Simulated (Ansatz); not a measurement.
Consider the redistribution: `F[SiH2][O][GeH2][Cl]` + `C[SiH](O)O` → `F[SiH2][O][GeH3]` + `O[SiH](O)CCl`.

Program: Ansatz. Geometries: PBE0-D4/def2-TZVP. ΔE: electronic, gas phase. CCSD(T)/CBS adds triple-zeta CCSD(T) − MP2 to the extrapolated MP2 energy (def2 sets, frozen cores). DFT in def2-TZVPP. B3LYP here is the variant with VWN-RPA as its local correlation; programs differ in this. For Ge outer-core shells are correlated without core-valence functions, which leaves a few kJ/mol of doubt a bond. Scalar relativity is left out up to krypton. Each species was taken in one conformer, which may not be the lowest.

(1) Is it downhill or uphill in electronic energy at CCSD(T)/CBS, and by how much? (Estimate.)

(2) What do these levels give: PBE-D4, r2SCAN-D4, PBE0-D4, B3LYP-D4, ωB97X-V, B2PLYP, HF/def2-TZVPP, MP2/def2-TZVPP, SCS-MP2/def2-TZVPP, CCSD(T)/def2-TZVPP, HF/def2-QZVPP, MP2/def2-QZVPP? (Best estimate.)

Largest T1 diagnostic among the species: 0.012.

Results:

(1) Ansatz gave: Uphill: ΔE = +157.3 kJ/mol.

(2) The calculation gave: PBE-D4 154.5, r2SCAN-D4 161.5, PBE0-D4 158.5, B3LYP-D4 158.1, ωB97X-V 157.4, B2PLYP 160.3, HF/def2-TZVPP 165.9, MP2/def2-TZVPP 164.3, SCS-MP2/def2-TZVPP 160.7, CCSD(T)/def2-TZVPP 158.8, HF/def2-QZVPP 165.4, MP2/def2-QZVPP 163.3 kJ/mol.

From PBE to PBE0 (25 % exact exchange), in def2-TZVPP and without D4, ΔE moves by +4.0 kJ/mol.
